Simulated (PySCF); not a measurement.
Excitation energy of O²⁺ by level of theory

O²⁺ [He] 2s2 2p2 (3P) → O²⁺ [He] 2s1 2p2 3d1 (high-spin determinant), as a difference of total energies. Calculation: PySCF 2.14, in aug-cc-pVTZ; the non-relativistic Hamiltonian (point nucleus). Correlated levels: valence: 1s2 frozen. The calculations carry no spin-orbit coupling.

```csv
method,excitation energy (cm⁻¹)
UHF,386570
LDA,394100
PBE,392800
PBE0,394430
r2SCAN,392230
wB97M-V,398610
B3LYP,399340
HSE06,394280
r2SCAN0,394150
MP2 (valence),398690
SCS-MP2 (valence),402440
```

A first-order spin-orbit estimate (lowest level to lowest level, LS coupling) adds 0.006 eV.

The promoted electron is Rydberg-like, and one or two diffuse shells describe it only roughly, which tends to raise the upper state.

The determinant of the upper state mixes LS terms, which raises its energy above the lowest term, most at the Hartree-Fock and MP2 levels.
